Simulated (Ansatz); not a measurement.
Calculated with Ansatz (gas phase, PBE0-D4/def2-TZVP geometries, no zero-point term in ΔE). CCSD(T)/CBS is the MP2 limit (def2-TZVPP, def2-QZVPP) plus CCSD(T) − MP2 in def2-TZVPP, frozen cores. This one scheme is used for every species. DFT in def2-TZVPP. B3LYP here is the variant with VWN-RPA as its local correlation; programs differ in this. HSE06 is defined as in plane-wave codes. For Br, Mg outer-core shells are correlated without core-valence functions, which leaves a few kJ/mol of doubt a bond. Scalar relativity is left out up to krypton.

`[MgH][Br]` + H–F → `[F][MgH]` + HBr  (ligand exchange at a Mg–Br bond)

```csv
level,ΔE (kJ/mol),difference from CCSD(T)/CBS
PBE-D4,25.7,-4.8
B97M-V,24.7,-5.8
r2SCAN0-D4,38.2,7.7
ωB97X-V,28.5,-2.0
ωB97M-V,29.8,-0.7
PBE0,35.6,5.1
B3LYP,23.2,-7.3
r2SCANh,33.5,3.0
r2SCAN0,37.9,7.4
HSE06,36.4,5.9
RPA@PBE/def2-TZVPP,26.1,-4.4
HF/def2-SVP,30.8,0.3
CCSD/def2-SVP,17.0,-13.5
CCSD/def2-TZVPP,32.7,2.2
SCS-MP2/def2-QZVPP,26.9,-3.6
HF/CBS(def2),41.5,11.0
CCSD(T)/CBS,30.5,0
```

Largest T1 diagnostic among the species: 0.011.

At CCSD(T), def2-SVP lies −14.4 kJ/mol from the extrapolated value and def2-TZVPP +1.3 kJ/mol. From BLYP to BHLYP (50 % exact exchange), in def2-TZVPP and without D4, ΔE moves by +19.1 kJ/mol. Leaving LDA and LC-ωPBE aside and taking each functional with its dispersion term where it has one, the values, not all of them listed here, spread over 24.4 kJ/mol, from BLYP-D4 to PBE-QIDH.
